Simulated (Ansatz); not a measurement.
Relaxation of AsH$_{2}$OS (5 atoms, charge -1, multiplicity 1), to a largest force component of 0.015 eV/Å in at most 40 steps.

The calculation used RKS B3LYP/def2-TZVP (Ansatz 0.2.0).

```xyz
5
Properties=species:S:1:pos:R:3
O -0.697 -1.136 0.091
As 0.834 -0.177 -0.374
S 1.127 -0.829 -2.363
H -1.386 -0.471 0.075
H 1.810 -1.133 0.402
```

Question: Where does it end, and by what steps?

Answer: The forces met the threshold. Limits of this set-up: an anion without diffuse functions. After 21 steps the energy has fallen by 0.267 eV; H4 moved furthest, 0.77 Å.

```csv
step,energy less start (eV),largest force component (eV/Å),accepted
0,0.0000,0.887,yes
1,-0.0567,0.968,yes
2,-0.0948,0.220,yes
3,-0.1050,0.140,yes
4,-0.1167,0.578,yes
5,-0.1168,0.604,yes
6,-0.1099,1.229,no
7,-0.1370,0.170,yes
8,-0.1557,0.185,yes
9,-0.1616,1.261,yes
10,-0.1430,2.415,no
11,-0.2178,0.317,yes
12,-0.2381,0.290,yes
13,-0.2431,0.170,yes
14,-0.2501,0.199,yes
15,-0.2524,0.652,yes
16,-0.2567,0.411,yes
17,-0.2554,0.556,no
18,-0.2636,0.174,yes
19,-0.2656,0.050,yes
20,-0.2669,0.053,yes
21,-0.2670,0.009,yes
```

```xyz
5
Properties=species:S:1:pos:R:3
O -0.719 -0.496 0.385
As 0.989 -0.094 -0.269
S 0.839 -0.727 -2.338
H -1.079 -1.061 -0.313
H 1.659 -1.367 0.366
```

Whether the end is a true minimum wasn't checked by a vibrational analysis.

The run took 51 s on 2 threads of AMD EPYC 7B13 (Zen 3), with other jobs on the host, peak memory 0.28 GiB.
